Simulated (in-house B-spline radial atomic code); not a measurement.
Configurations of the xenon ion Xe²⁺, with energies counted from [Kr] 4d10 5s2 (5p1/2)2 (5p3/2)2. Level of theory: Dirac-Hartree-Fock, average of each configuration as written, Fermi nucleus of rms radius 4.7859 fm; calculated with a radial B-spline atomic code at the basis-set limit. Energies include first-order Breit, QED and recoil terms.

Occupations are held fixed; configurations that lie above the ionisation limit could autoionise.

| configuration | E - E(ref) (eV) | highest orbital | its <r> (bohr) |
| --- | --- | --- | --- |
| [Kr] 4d10 5s2 (5p1/2)1 (5p3/2)3 | 1.2523 | 5p3/2 | 2.129 |
| [Kr] 4d10 5s1 (5p1/2)1 (5p3/2)3 (6d3/2)1 | 38.49 | 6d3/2 | 6.818 |
| [Kr] (4d3/2)3 (4d5/2)6 5s2 (5p3/2)4 (6p3/2)1 | 82.426 | 6p3/2 | 4.897 |
| [Kr] (4d3/2)3 (4d5/2)6 5s2 (5p1/2)1 (5p3/2)3 (9d5/2)1 | 89.814 | 9d5/2 | 23.1 |
| [Ar] (3d3/2)4 (3d5/2)5 4s2 4p6 4d10 5s2 (5p1/2)1 (5p3/2)3 (8f5/2)1 | 698.58 | 8f5/2 | 24.01 |
| [Ar] (3d3/2)3 (3d5/2)6 4s2 4p6 4d10 5s2 (5p1/2)1 (5p3/2)3 8s1 | 708.41 | 8s1/2 | 11.93 |

Problem. Order these further configurations by energy, lowest first.
A. [Kr] 4d10 (4f5/2)1 5s1 (5p3/2)4
B. [Kr] 4d10 5s1 (5p1/2)1 (5p3/2)3 (5f7/2)1
C. [Kr] 4d10 5s2 (5p3/2)4
D. [Kr] 4d10 5s1 (5p1/2)1 (5p3/2)3 (7f5/2)1
E. [Kr] 4d10 5s1 (5p3/2)4 (8p3/2)1

Solution. C (3.3588 eV), A (39.887 eV), B (40.505 eV), D (43.557 eV), E (44.339 eV).

Problem. How far above the reference does [Kr] 4d10 5s1 (5p1/2)2 (5p3/2)2 (9p1/2)1 lie?

Solution. 41.971 eV; its least bound orbital is 9p1/2 with <r> = 19.14 bohr.

Problem. How far above the reference does [Kr] (4d3/2)4 (4d5/2)5 5s2 (5p1/2)1 (5p3/2)3 6s1 lie?

Solution. 75.045 eV; its least bound orbital is 6s1/2 with <r> = 4.124 bohr.
